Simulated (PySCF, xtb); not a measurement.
Si(F)3(SeH) (F3HSeSi), SMILES F[Si]([SeH])(F)F.

GFN2-xTB (xtb) at its own geometry gives an orbital gap of 4.69 eV and a dipole moment of 1.45 D.

Geometry optimised at B3LYP-D3(BJ)/def2-SVP. The structure was generated by enumeration, and PubChem lists no compound with its InChIKey, so it may never have been made. Other conformers were not sampled.

### Question
What does PySCF with PBE/def2-TZVP give? (An estimate is asked for; the answer gives what the named calculation found.)

### Answer
gap 5.34 eV (levels -6.84 and -1.50 eV), dipole 1.72 D.
